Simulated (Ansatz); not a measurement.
The same path of C5H8OS (15 atoms, charge 0, multiplicity 1) was run twice with different band settings. The coordinate that changes most is the dihedral S7–C5–C6–H15.

The calculation used RKS PBE-D4/6-31G* (Ansatz).

Relaxed end points:

```xyz
15
Properties=species:S:1:pos:R:3
C -0.622 -2.457 0.122
C 0.035 -1.117 0.172
C 0.200 -0.308 1.236
O 0.881 0.879 1.061
C 0.926 1.215 -0.339
C -0.202 2.176 -0.687
S 0.787 -0.394 -1.284
H 0.073 -3.234 -0.245
H -1.499 -2.460 -0.551
H -0.962 -2.754 1.128
H -0.109 -0.496 2.266
H 1.918 1.654 -0.534
H -1.177 1.701 -0.490
H -0.155 2.454 -1.752
H -0.117 3.091 -0.074
```

```xyz
15
Properties=species:S:1:pos:R:3
C -0.444 -2.471 -0.372
C 0.090 -1.126 0.000
C 0.014 -0.499 1.189
O 0.622 0.731 1.324
C 0.874 1.297 0.024
C -0.250 2.249 -0.363
S 1.015 -0.136 -1.170
H 0.361 -3.142 -0.724
H -1.192 -2.405 -1.184
H -0.925 -2.946 0.499
H -0.448 -0.871 2.106
H 1.848 1.809 0.078
H -0.337 3.052 0.390
H -1.205 1.703 -0.420
H -0.045 2.703 -1.347
```

Common settings: movable images 7; climbing image yes; optimiser quadratic models (default); start path IDPP; force threshold 0.03 eV/Å; iteration limit 60; end points relaxed.

| run | spring |
| --- | --- |
| 1 | 5.0 eV/Å² |
| 2 | 2.0 to 10.0 eV/Å², energy-weighted |

(1) What does each run give, and how far can it be trusted?

Results:

(1) Run 1: converged after 6 iterations, highest image 0.171 eV above the first end. A vibrational analysis at the climbing image gives one clearly imaginary mode, 248i cm⁻¹: a first-order saddle point.
Run 2: converged after 7 iterations, highest image 0.171 eV above the first end. Another band between the same ends (7 images) ends at a top of the same energy, where a vibrational analysis finds 1 clearly imaginary mode.
